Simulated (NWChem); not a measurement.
# P2H cation; SMILES [PH+]#P

```xyz
3

P      0.0000     0.0000     1.0264
P      0.0000     0.0000    -0.8724
H      0.0000     0.0000    -2.3091
```
Atoms are numbered in this order, from 1.

Results from NWChem. Pople sets run with spherical d functions. Coordinates come from a PBE-D3(BJ)/def2-SVP optimisation.

For level TPSS/6-31G*:

```
Property                     Result
---------------------------  ------
highest occupied level (eV)  -14.11
orbital gap (eV)               3.89
```

**Question.** How do the values read with level TPSS/STO-3G instead?

**Answer.** 
| Property | Value |
|---|---|
| highest occupied level (eV) | -12.02 |
| orbital gap (eV) | 4.48 |
